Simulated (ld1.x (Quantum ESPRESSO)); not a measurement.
chromium: one change to a TM potential, before and after

```
Element                 : chromium
Generator               : ld1.x (Quantum ESPRESSO) 7.5
Type                    : norm-conserving Troullier–Martins (Kleinman–Bylander form)
Functional              : LDA (PZ)
Relativity              : scalar-relativistic
Frozen core             : [Ar]
Valence charge          : 6
Reference configuration : 3d4 4s2 4p0
Partial waves           : 4s (bound): rc 2.85 bohr; 4p (bound, empty): rc 2.30 bohr; 3d (bound): rc 1.30 bohr
Local potential         : all-electron potential smoothed inside 1.95 bohr (lloc = -1)
Core correction         : Bessel-smoothed model core inside 1.25 bohr
```

Change: local potential all-electron potential smoothed inside 2.28 bohr (lloc = -1).

Cutoffs: the cutoffs (Ry, on a coarse ladder) from which the occupation-weighted sum of valence levels, in a spherical-Bessel basis at the reference potential, stays within 10 and 1 mRy of its value at 400 Ry; they do not see the model core or the augmentation charge, which bear on the density cutoff. Errors are all-electron minus pseudo energies relative to the spin-unpolarised reference configuration.

Task: Predict the effect on cutoff, ghosts and configuration errors.

Result: The potential gets neither clearly harder nor softer (120 Ry and 140 Ry → 120 Ry and 140 Ry); the number of tests that count goes from 8 to 9; of the 8 tests that both files solve, the error grows in 4 and shrinks in 0 by more than 15 % and 0.3 meV (median size 71.8 → 80.4 meV); neither file shows a bound ghost at the reference potential, the only one tested. The local part now departs from the all-electron potential out to 2.28 bohr, far beyond the d radius of 1.30 bohr, and whatever the projectors do not describe feels it: the likely cause.

```csv
quantity,base,changed
"cutoff, loose",120 Ry,120 Ry
"cutoff, tight",140 Ry,140 Ry
bound ghosts,none,none
"tests counted (converged, no solver errors)",8 of 9,9 of 9
"error for 3d5 4s1 4p0, meV [ΔE 0.06 eV]",-117,-141
"error for 3d5 4s0 4p0, meV [ΔE 7.20 eV]",-246,-265
"error for 3d4 4s0 4p0, meV [ΔE 23.54 eV]",-49,-49
"error for 3d4 4s1 4p0, meV [ΔE 8.31 eV]",-0.8,-4.8
"error for 3d5 4s0.5 4p0, meV [ΔE 2.88 eV]",-174,-196
"error for 3d4 4s1 4p1, meV [ΔE 3.67 eV]",-1.1,-1.8
"error for 3d4 4s2 4p0 (spin-polarised), meV [ΔE -3.08 eV]",+91,+85
"error for 3d5 4s1 4p0 (spin-polarised), meV [ΔE -4.86 eV]",-53,-76
s: phases at 3.09 bohr within 0.05 rad from the reference energy up to (Ry; the scan ends near 5),0.0,0.7
p: phases at 3.09 bohr within 0.05 rad from the reference energy up to (Ry; the scan ends near 5),1.0,1.2
d: phases at 3.09 bohr within 0.05 rad from the reference energy up to (Ry; the scan ends near 5),0.8,0.7
```

Base: Tests not counted: 3d5.5 4s0.5 4p0 (solver errors, printed error +1.0 eV).
